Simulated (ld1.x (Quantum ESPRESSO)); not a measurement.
# neon (Ne): variants of one TM semilocal potential

Base potential:

neon, norm-conserving Troullier–Martins (semilocal form), made with ld1.x (Quantum ESPRESSO) 7.5 (LDA (PZ), scalar-relativistic). Core [He], reference 2s2 2p6. Waves: 2s (bound): rc 0.60 bohr; 2p (bound): rc 0.90 bohr. Local part: the p channel. Core correction: none.

Cutoffs, loose and tight: the cutoffs (Ry, on a coarse ladder) from which the occupation-weighted sum of valence levels, in a spherical-Bessel basis at the reference potential, stays within 10 and 1 mRy of its value at 400 Ry. They do not see the model core or the augmentation charge, which bear on the density cutoff. Test errors are all-electron minus pseudo excitation energies from the reference, over the configurations 2s2 2p5; 2s2 2p4; 2s2 2p3; 2s1 2p6; 2s2 2p5.5; 2s2 2p2 (two spin-polarised tests are not counted in the largest error). A dash means not determined; rows that change the core or the reference have their own tests.

In the semilocal form every listed channel keeps its own potential, so the choice of the local channel does not act on these tests. It acts once the file is put into the separable form.

A semilocal file is local in each channel, so a ghost entry of none says nothing of the separable form that plane-wave codes build from it.

| change | outcome | cutoff, loose | cutoff, tight | bound ghosts | largest test error (meV) |
| --- | --- | --- | --- | --- | --- |
| base | generated | 230 Ry | over 300 Ry | none | +430 |
| core correction a·sin(br)/r model core inside 0.58 bohr | generated | 230 Ry | over 300 Ry | none | +414 |
| wave 2p (bound): rc 0.90 bohr becomes 2p (bound): rc 1.40 bohr | generated | 200 Ry | over 300 Ry | none | +2790 |
| non-relativistic | generated | 230 Ry | over 300 Ry | none | +444 |
| wave 2s (bound): rc 0.60 bohr becomes 2s (bound): rc 0.86 bohr | generated | 160 Ry | 300 Ry | none | +592 |
| type ultrasoft, which also changes the form from semilocal to separable; waves now 2s (bound): rcut 0.50, rcutus 0.60 bohr; 2s channel at -1.7 Ry: rcut 0.50, rcutus 0.60 bohr; 2p (bound): rcut 0.80, rcutus 0.90 bohr; 2p channel at -0.2 Ry: rcut 0.80, rcutus 0.90 bohr; local potential all-electron potential smoothed inside 0.90 bohr (lloc = -2); augmentation PSQ, inside the norm-conserving radii | generated | 100 Ry | 200 Ry | none | -169 |
| local potential the s channel | generated | 230 Ry | over 300 Ry | none | +429 |
| all radii scaled by about 1.36 (s 0.82, p 1.22 bohr) | generated | 160 Ry | 230 Ry | none | +1586 |
